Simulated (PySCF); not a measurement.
Record of a relaxation.

Bromoketene, C₂HBrO.
Atom-mapped SMILES: `[O:1]=[C:2]=[CH:3][Br:4]` (hydrogens: H5 on C3)

Method: PySCF 2.14.0, PBE0-D3(BJ)/def2-SVP geometry optimisation, gas phase; density fitting, grid level 1; the optimiser is geomeTRIC in internal coordinates, started from a GFN2-xTB structure with every atom displaced at random (about 0.01 Å). The frame can shift and turn from step to step; on so coarse a grid that alone can change the energy by a few meV, and forces under 0.02 eV/Å are noise.

Step 0: E = -74157.8461 eV, largest atomic force 3.314 eV/Å
```
atom  x, y, z in Å  |  force x, y, z in eV/Å
O1      1.989   -0.472    0.002   -2.735   0.955  -0.017
C2      0.861   -0.096   -0.004    3.177  -0.942   0.014
C3     -0.393    0.283   -0.013    0.017  -0.792   0.010
Br4    -1.707   -1.044   -0.014   -0.305  -0.272  -0.005
H5     -0.717    1.295   -0.008   -0.154   1.051  -0.002
```

Step 1: E = -74157.8897 eV, largest atomic force 0.513 eV/Å
```
atom  x, y, z in Å  |  force x, y, z in eV/Å
O1      2.033   -0.268   -0.004   -0.180  -0.270   0.013
C2      0.881   -0.119   -0.004    0.333   0.389  -0.024
C3     -0.399    0.186   -0.010   -0.336  -0.045   0.012
Br4    -1.789   -1.070   -0.013    0.081  -0.116   0.000
H5     -0.692    1.236   -0.008    0.102   0.042  -0.001
```

Step 2: E = -74157.9086 eV, largest atomic force 0.459 eV/Å
```
atom  x, y, z in Å  |  force x, y, z in eV/Å
O1      2.001   -0.334   -0.003   -0.082  -0.172   0.005
C2      0.864   -0.101   -0.005    0.231   0.396  -0.012
C3     -0.410    0.234   -0.010   -0.008  -0.141   0.010
Br4    -1.710   -1.115   -0.013   -0.136  -0.038  -0.002
H5     -0.712    1.282   -0.007   -0.005  -0.045  -0.002
```

Step 3: E = -74157.9154 eV, largest atomic force 0.101 eV/Å
```
atom  x, y, z in Å  |  force x, y, z in eV/Å
O1      2.002   -0.346   -0.003    0.040  -0.013   0.003
C2      0.874   -0.078   -0.005   -0.101  -0.001  -0.004
C3     -0.409    0.232   -0.008    0.064  -0.039  -0.002
Br4    -1.716   -1.119   -0.013    0.052   0.067   0.001
H5     -0.717    1.278   -0.009   -0.055  -0.013   0.002
```

Step 4: E = -74157.9159 eV, largest atomic force 0.048 eV/Å
```
atom  x, y, z in Å  |  force x, y, z in eV/Å
O1      2.001   -0.349   -0.003    0.009  -0.003  -0.001
C2      0.874   -0.078   -0.006   -0.023  -0.003   0.000
C3     -0.408    0.233   -0.009    0.045   0.018   0.003
Br4    -1.711   -1.117   -0.013   -0.010  -0.005  -0.001
H5     -0.723    1.277   -0.008   -0.020  -0.007  -0.001
```

Step 5: E = -74157.9160 eV, largest atomic force 0.020 eV/Å
```
atom  x, y, z in Å  |  force x, y, z in eV/Å
O1      2.001   -0.351   -0.003   -0.005   0.001   0.001
C2      0.874   -0.077   -0.005    0.004  -0.002  -0.001
C3     -0.407    0.235   -0.008    0.015   0.014  -0.002
Br4    -1.709   -1.117   -0.013   -0.010  -0.008   0.001
H5     -0.727    1.277   -0.008   -0.004  -0.005   0.001
```

Problem. Summarise the path.

Solution. The energy falls by 0.0699 eV from step 0 to step 5; nine tenths of that is first reached at step 3. It falls at every step. The largest force goes from 3.314 to 0.020 eV/Å. Among the bonds O1=C2 changes most, from 1.190 to 1.160 Å; the atoms move by 0.038 Å rms after alignment.

Problem. Follow the three bonds and two angles with the largest change from start to end.

Solution. 
| step | E above end (eV) | largest force (eV/Å) | O1=C2 (Å) | C3–H5 (Å) | C3–Br4 (Å) | C2–C3–H5 (°) | C2–C3–Br4 (°) |
| --- | --- | --- | --- | --- | --- | --- | --- |
| 0 | 0.0699 | 3.314 | 1.190 | 1.062 | 1.868 | 124.6 | 117.9 |
| 1 | 0.0263 | 0.513 | 1.162 | 1.091 | 1.873 | 119.0 | 124.5 |
| 2 | 0.0074 | 0.459 | 1.160 | 1.091 | 1.874 | 120.8 | 119.2 |
| 3 | 0.0006 | 0.101 | 1.159 | 1.090 | 1.880 | 120.0 | 120.4 |
| 4 | 0.0001 | 0.048 | 1.160 | 1.090 | 1.877 | 120.5 | 120.3 |
| 5 | 0.0000 | 0.020 | 1.160 | 1.090 | 1.877 | 120.7 | 120.2 |

The cost below is that of the whole optimisation. Hardware: one thread of an Arm Neoverse V2, shared host with 96 logical CPUs at a one-minute load of 32. Cost: 11 s wall, 0.33 GiB resident at most.
